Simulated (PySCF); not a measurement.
Species: C₅H₄FS (charge +1).
Bonds: F1–C2, C2–C3 (aromatic), C3–C4 (aromatic), C4–S5 (aromatic), S5–C6 (aromatic), C6–C7 (aromatic), C2–C7 (aromatic). Hydrogens: H8 on C3; H9 on C4; H10 on C6; H11 on C7.

Level: PBE0/pcSseg-1 and wB97X-D/def2-SVPD in PySCF, non-relativistic, on one gas-phase PBE0-D3(BJ)/def2-SVP geometry that isn't relaxed in the solvent. The solvent is an IEF-PCM continuum (cavity from Bondi-type radii × 1.2). Only the electrostatic response of the medium enters.

Gas phase at PBE0/pcSseg-1: HOMO -13.91 eV, LUMO -8.04 eV.

Problem. What does the continuum do to the energy and the frontier levels at PBE0/pcSseg-1 in cyclohexane and water?

Solution. 
```tsv
solvent	ε	E(solvent) − E(gas) (kcal/mol)	polarisation term (kcal/mol)	distortion of the solute (kcal/mol)	HOMO (eV)	LUMO (eV)
cyclohexane	2.017	-28.52	-28.59	0.07	-11.60	-5.72
water	78.36	-56.20	-56.62	0.42	-9.41	-3.50
```

Polarisation term: ½ Σ q·V over the induced surface charges. Distortion: the rise of the solute's own energy as its density leaves the gas-phase optimum. From cyclohexane to water the lowering changes by a factor 1.97, Born's factor 1 − 1/ε by 1.96 and ε itself by 38.9.

Problem. Which radius a makes Born's formula ΔE = −(q²/2a)(1 − 1/ε) give the value in water?

Solution. a = q²(1 − 1/ε)/(2|ΔE|) = 2.92 Å, with q = +1 e and |ΔE| = 0.0896 Eh; the farthest nucleus lies 2.70 Å from the centroid of the nuclei. The formula assumes a point charge at the centre of a sphere.

Problem. Which ESP-fitted charges (PBE0/pcSseg-1) respond most in cyclohexane (means over atoms taken as equivalent)?

Solution. 
```tsv
atoms	environment	gas (e)	solvent (e)	change
F1	aryl fluorine	-0.136	-0.151	-0.015
C2	aromatic C–F carbon	+0.617	+0.624	+0.007
C4/C6	aromatic CH next to a ring sulfur	-0.032	-0.027	+0.005
S5	ring sulfur	+0.268	+0.263	-0.005
C3/C7	aromatic CH carbon	-0.331	-0.336	-0.005
H9/H10	aromatic hydrogen	+0.238	+0.242	+0.004
H8/H11	aromatic hydrogen	+0.251	+0.252	+0.001
```

Gas phase at wB97X-D/def2-SVPD: HOMO -15.60 eV, LUMO -6.28 eV.

Problem. What does the continuum do to the energy and the frontier levels at wB97X-D/def2-SVPD in cyclohexane and water?

Solution. 
```tsv
solvent	ε	E(solvent) − E(gas) (kcal/mol)	polarisation term (kcal/mol)	distortion of the solute (kcal/mol)	HOMO (eV)	LUMO (eV)
cyclohexane	2.017	-28.39	-28.48	0.09	-13.30	-3.97
water	78.36	-55.99	-56.52	0.53	-11.13	-1.77
```

Problem. How does the static polarisability (wB97X-D/def2-SVPD, frozen core, with the continuum's full static response) change?

Solution. 
| medium | isotropic (au) | principal values (au) | ⟨r²⟩ of the electrons (bohr²) |
| --- | --- | --- | --- |
| gas | 68.0 | 40.4, 76.5, 87.0 | 787.9 |
| cyclohexane | 77.7 | 44.9, 87.9, 100.3 | 788.3 |
| water | 96.2 | 55.6, 108.8, 124.2 | 788.6 |

The isotropic value in water is 1.42 times the gas-phase one; no cavity-field correction is applied. ⟨r²⟩ is taken about the centre of nuclear charge.

The run took 12 s on Arm Neoverse V1, one thread, no GPU (shared host), and the process peaked at 0.80 GiB of memory. This is the whole shielding run at PBE0/pcSseg-1 in water, SCF included.

Note: wB97X-D ran without an empirical dispersion term, which enters the total energy and its gradient alone.
